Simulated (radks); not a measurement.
Results of a calculation; reference values are marked as such.
Question: Excited configurations of Br I: one electron is placed in a higher orbital outside [Ar] 3d10 4s2 4p4. The ground configuration is [Ar] 3d10 4s2 4p5. Code: a radial shooting solver on a logarithmic mesh with Libxc functionals. Model: Dirac Kohn-Sham, BLYP, spin-unpolarised, spherical densities, finite nucleus; open shells are shared between the two j in proportion to 2j + 1; Fermi nuclear charge, rms radius 4.1629 fm. Excitation = E - E(ground); binding = E(ion) - E, where the ion is the core of charge +1; n* = 1/sqrt(2 binding) in atomic units, and the quantum defect is n - n*. Eigenvalue and <r> are those of j = l + 1/2.

outer orbital  excitation (eV)  binding (eV)     n*  quantum defect  eigenvalue (eV)  <r> (bohr)
4d                      10.547         1.859  2.705           1.295           -0.503       7.904
5s                       8.551         3.855  1.879           3.121           -2.000       5.582

Estimate the row for 6s.

Answer: excitation (eV) 10.616; binding (eV) 1.790; n* 2.757; quantum defect 3.243; eigenvalue (eV) -1.008; <r> (bohr) 11.89. The Delta-SCF ionisation energy is 12.406 eV (NIST Atomic Spectra Database: 11.814 eV, measured). Self-interaction in the functional shifts the binding energies and quantum defects, so they are the method's values and not measured ones. Spin polarisation and multiplet splitting are left out, so open shells lie too high by an amount that depends on their filling. Sharing an open shell by 2j + 1 raises it above the true ground level by a part of the spin-orbit splitting, which enters the differences from NIST.

Beside tabulated values, note that spin-unpolarised runs miss the spin-polarisation part of the exchange energy of open shells.
